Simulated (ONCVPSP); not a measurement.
# Plane-wave convergence, ONCV potential for Ti (Z = 22)

titanium (Ti), optimised norm-conserving Vanderbilt (ONCV), made with ONCVPSP 4.0.1 (PBE, scalar-relativistic). Core [Ne], reference 3s2 3p6 3d2 4s2. Waves: 3s+4s: rc 1.95 bohr, ncon 4, nbas 7, qcut 6.4 1/bohr, 2 projectors; 3p: rc 1.05 bohr, ncon 3, nbas 7, qcut 6.8 1/bohr, 2 projectors, debl 2.5 Ha; 3d: rc 1.40 bohr, ncon 4, nbas 9, qcut 11.8 1/bohr, 2 projectors, debl 1.1 Ha. Local part: polynomial inside 1.00 bohr (lpopt 4, dvloc0 2 Ha). Core correction: none.

Q: For each optimised wave give the share of its norm inside rc, the residual kinetic energy above qcut (Ha) and the cutoffs (Ha) for errors of 10, 1, 0.1 and 0.01 mHa per electron.

A:

```csv
wave,norm inside rc,residual KE,10 mHa,1 mHa,0.1 mHa,0.01 mHa
3s,0.980,3.0e-07,5.7,7.5,12.0,16.3
4s,0.082,1.8e-06,4.2,6.3,14.1,18.2
3p,0.524,3.3e-04,14.5,18.9,97.2,201.3
p projector 2,0.047,7.0e-05,12.4,16.9,22.0,85.9
3d,0.513,2.5e-07,37.2,46.8,54.5,60.4
d projector 2,0.169,3.7e-07,37.3,47.6,55.9,62.0
```

The occupied waves need 47 Ha and 97 Ha for 1 and 0.1 mHa.
